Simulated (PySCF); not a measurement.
A series of related molecules.

All values: CAM-B3LYP/def2-SVPD (PySCF) at GFN2-xTB geometries, gas phase, one conformer each. Core orbitals are frozen in the response; Δα² is half the sum of the squared differences of the principal polarisabilities.

**Question.** Rank by HOMO–LUMO gap, lowest first.
A. `O=S(=O)(O)[C@H]1OC[SiH2]1`
B. `FC(F)(F)O[C@H]1OC[SiH2]1`
C. `CCC[C@H]1OC[SiH2]1`
D. `C1O[C@H]([S@@](C)=O)[SiH2]1`
E. `C=C(C)[C@H]1OC[SiH2]1`
F. `C=N[C@@H]1OC[SiH2]1`

**Answer.** E (8.61 eV), D (8.84 eV), F (9.17 eV), C (9.34 eV), A (9.74 eV), B (10.00 eV).

**Question.** Rank by mean static polarisability, highest first.
A. `O=S(=O)(O)[C@H]1OC[SiH2]1`
B. `COC(=O)[C@H]1OC[SiH2]1`
C. `C1OC[SiH2]1`
D. `ClC(Cl)[C@H]1OC[SiH2]1`
E. `CCC[C@H]1OC[SiH2]1`
F. `C[C@H]1OC[SiH2]1`

**Answer.** D (13.58 Å³), E (13.29 Å³), B (12.22 Å³), A (11.75 Å³), F (9.71 Å³), C (7.91 Å³).

**Question.** Rank by HOMO energy, highest first.
A. `C[S@@](=O)[C@H]1OC[SiH2]1`
B. `COC(=O)[C@H]1OC[SiH2]1`
C. `O=S(=O)(O)[C@H]1OC[SiH2]1`
D. `ClC(Cl)[C@H]1OC[SiH2]1`
E. `C=C(C)[C@H]1OC[SiH2]1`
F. `C=N[C@@H]1OC[SiH2]1`

**Answer.** E (-8.06 eV), A (-8.24 eV), F (-8.67 eV), B (-8.85 eV), D (-9.26 eV), C (-9.58 eV).

All values together:

```tsv
SMILES	change	formula	μ (D)	HOMO (eV)	LUMO (eV)	α (Å³)	Δα (Å³)	electrons	α per electron (Å³)
C1OC[SiH2]1	parent	C2H6OSi	2.05	-8.68	0.69	7.91	1.36	40	0.198
C=C[C@@H]1OC[SiH2]1	H on C replaced by vinyl	C4H8OSi	2.11	-8.26	0.50	11.58	4.31	54	0.214
C=N[C@@H]1OC[SiH2]1	H on C replaced by N=CH2	C3H7NOSi	1.94	-8.67	0.50	10.79	3.52	54	0.200
ClC(Cl)[C@H]1OC[SiH2]1	H on C replaced by CHCl2	C3H6Cl2OSi	3.39	-9.26	0.40	13.58	4.06	80	0.170
C[S@@](=O)[C@H]1OC[SiH2]1	H on C replaced by SOCH3	C3H8O2SSi	2.70	-8.24	0.60	13.10	3.18	72	0.182
O=S(=O)(O)[C@H]1OC[SiH2]1	H on C replaced by SO3H	C2H6O4SSi	4.51	-9.58	0.15	11.75	2.36	80	0.147
C=C(C)[C@H]1OC[SiH2]1	H on C replaced by isopropenyl	C5H10OSi	1.98	-8.06	0.55	13.20	4.08	62	0.213
C[C@H]1OC[SiH2]1	H on C replaced by CH3	C3H8OSi	1.93	-8.63	0.73	9.71	1.72	48	0.202
COC(=O)[C@H]1OC[SiH2]1	H on C replaced by COOCH3	C4H8O3Si	3.02	-8.85	0.30	12.22	2.51	70	0.175
FC(F)(F)O[C@H]1OC[SiH2]1	H on C replaced by OCF3	C3H5F3O2Si	4.50	-9.81	0.19	10.45	2.22	80	0.131
CCC[C@H]1OC[SiH2]1	H on C replaced by nPr	C5H12OSi	1.77	-8.60	0.74	13.29	3.59	64	0.208
```

Conformers: `[CH2:1]=[CH:2][C@@H:3]1[O:4][CH2:5][SiH2:6]1` with C1–C2–C3–O4 -153°; `[CH2:1]=[N:2][C@@H:3]1[O:4][CH2:5][SiH2:6]1` with C1–N2–C3–O4 5°; `[Cl:1][CH:2]([Cl:3])[C@H:4]1[O:5][CH2:6][SiH2:7]1` with Cl1–C2–C4–O5 -165°; `[CH3:1][S@@:2](=[O:3])[C@H:4]1[O:5][CH2:6][SiH2:7]1` with C1–S2–C4–O5 167°, S2–C4–O5–C6 90°, C4–O5–C6–Si7 16°, O5–C6–Si7–C4 -12°, S2–C4–Si7–C6 -98°; `[O:1]=[S:2](=[O:3])([OH:4])[C@H:5]1[O:6][CH2:7][SiH2:8]1` with O1–S2–O4–H 176°, O1–S2–C5–O6 169°, S2–C5–O6–C7 97°, C5–O6–C7–Si8 8°, O6–C7–Si8–C5 -6°, S2–C5–Si8–C7 -98°; `[CH2:1]=[C:2]([CH3:3])[C@H:4]1[O:5][CH2:6][SiH2:7]1` with C1–C2–C4–O5 148°; `[CH3:1][O:2][C:3](=[O:4])[C@H:5]1[O:6][CH2:7][SiH2:8]1` with C1–O2–C3–O4 -3°, O2–C3–C5–O6 -32°; `[F:1][C:2]([F:3])([F:4])[O:5][C@H:6]1[O:7][CH2:8][SiH2:9]1` with C2–O5–C6–O7 63°, O5–C6–O7–C8 95°, C6–O7–C8–Si9 13°, O7–C8–Si9–C6 -10°, O5–C6–Si9–C8 -103°; `[CH3:1][CH2:2][CH2:3][C@H:4]1[O:5][CH2:6][SiH2:7]1` with C1–C2–C3–C4 -177°, C2–C3–C4–O5 65°.

**Question.** Give the shifts from the parent, `C1OC[SiH2]1`.

**Answer.** 
```json
{"SMILES": "C=C[C@@H]1OC[SiH2]1", "change in μ (D)": "+0.06", "change in HOMO (eV)": "+0.42", "change in LUMO (eV)": "-0.19", "change in mean α (Å³)": "+3.67"}
{"SMILES": "C=N[C@@H]1OC[SiH2]1", "change in μ (D)": "-0.11", "change in HOMO (eV)": "+0.01", "change in LUMO (eV)": "-0.19", "change in mean α (Å³)": "+2.88"}
{"SMILES": "ClC(Cl)[C@H]1OC[SiH2]1", "change in μ (D)": "+1.34", "change in HOMO (eV)": "-0.58", "change in LUMO (eV)": "-0.29", "change in mean α (Å³)": "+5.67"}
{"SMILES": "C[S@@](=O)[C@H]1OC[SiH2]1", "change in μ (D)": "+0.65", "change in HOMO (eV)": "+0.44", "change in LUMO (eV)": "-0.09", "change in mean α (Å³)": "+5.19"}
{"SMILES": "O=S(=O)(O)[C@H]1OC[SiH2]1", "change in μ (D)": "+2.46", "change in HOMO (eV)": "-0.90", "change in LUMO (eV)": "-0.54", "change in mean α (Å³)": "+3.84"}
{"SMILES": "C=C(C)[C@H]1OC[SiH2]1", "change in μ (D)": "-0.07", "change in HOMO (eV)": "+0.62", "change in LUMO (eV)": "-0.14", "change in mean α (Å³)": "+5.29"}
{"SMILES": "C[C@H]1OC[SiH2]1", "change in μ (D)": "-0.12", "change in HOMO (eV)": "+0.05", "change in LUMO (eV)": "+0.04", "change in mean α (Å³)": "+1.80"}
{"SMILES": "COC(=O)[C@H]1OC[SiH2]1", "change in μ (D)": "+0.97", "change in HOMO (eV)": "-0.17", "change in LUMO (eV)": "-0.39", "change in mean α (Å³)": "+4.31"}
{"SMILES": "FC(F)(F)O[C@H]1OC[SiH2]1", "change in μ (D)": "+2.45", "change in HOMO (eV)": "-1.13", "change in LUMO (eV)": "-0.50", "change in mean α (Å³)": "+2.54"}
{"SMILES": "CCC[C@H]1OC[SiH2]1", "change in μ (D)": "-0.28", "change in HOMO (eV)": "+0.08", "change in LUMO (eV)": "+0.05", "change in mean α (Å³)": "+5.38"}
```

**Question.** How closely does the mean polarisability follow the number of electrons in this set?

**Answer.** The correlation coefficient is 0.64; α per electron runs from 0.131 to 0.214 Å³.
